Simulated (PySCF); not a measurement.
HGa, charge -1, doublet, geometry from GFN2-xTB (such geometries of metal compounds can be far from the true shape) (a state made from the parent by changing its charge; the spin is typed, not shown lowest) (in this run its highest filled SCF level lies above zero, so its values depend strongly on the basis, on diffuse functions most of all). Base run: HF/6-31G** (PySCF).

The PySCF input:
```python
from pyscf import gto, scf

mol = gto.Mole()
mol.atom = '''
    Ga   -0.00000000   -0.00000000   -0.04040855
    H     0.00000000    0.00000000    1.25266497
'''
mol.basis = '6-31g**'
mol.charge = -1
mol.spin = 1
mol.verbose = 4
mol.build()

mf = scf.UHF(mol)
mf.kernel()
mo_i, mo_e, stable_i, stable_e = mf.stability(internal=True, external=True, return_status=True, nroots=6, tol=1e-6)
print('internally stable:', stable_i, ' externally stable:', stable_e)
if not stable_i:
    umf = mf.copy()
    umf.scf_summary = {}
    umf.kernel(umf.make_rdm1(mo_i, mf.mo_occ))
```

The bond that is stretched is that between atoms 2 and 1. A test that says stable can miss a lower solution.

Each row names what was changed in the base input (with any setting that the change needs).

```csv
change,ΔE vs base (eV),<S^2>,E after following the instability (Eh),<S^2> there,stability test says
base,0.00,0.760,-1923.44864,0.92,internal instability
bond × 1.25,-1.33,0.759,-,-,external instability
bond × 1.5,-1.24,0.760,-,-,external instability
bond × 1.8,-0.72,0.777,-,-,external instability
bond × 2.2,0.02,0.788,-1923.44816,1.01,internal instability
bond × 3.0,1.02,0.762,-1923.42663,1.59,internal instability
```

On stretching, the SCF can end on different states; <S^2> shows the spin contamination of each.
